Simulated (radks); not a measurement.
Results of a calculation; reference values are marked as such.
Task: Successive ionisation energies (eV) of one element, from differences of total energies of ions in their ground configurations, starting at charge 0: 5.682, 11.253, 42.817, 56.241, 70.227, 88.898, 104.69, 120.73, 159.48, 179.55, 323.84, 365.91, 409.52, 454.58, 501.01, 563.04, 613.98, 666.28, 719.87, 774.62, 937.92, 988.39. Code: a radial shooting solver on a logarithmic mesh with Libxc functionals. Model: scalar-relativistic Kohn-Sham, BLYP, spin-polarised, spherical densities, finite nucleus; open shells are filled with parallel spins first (spin-orbit coupling, left out, can overturn this in heavy ions); Fermi nuclear charge, rms radius 4.224 fm. Which element is it?

Result: Strontium (Z = 38). The first species listed is Sr in [Kr] 5s2, the last Sr21+ in [Ne] 3s2 3p5.
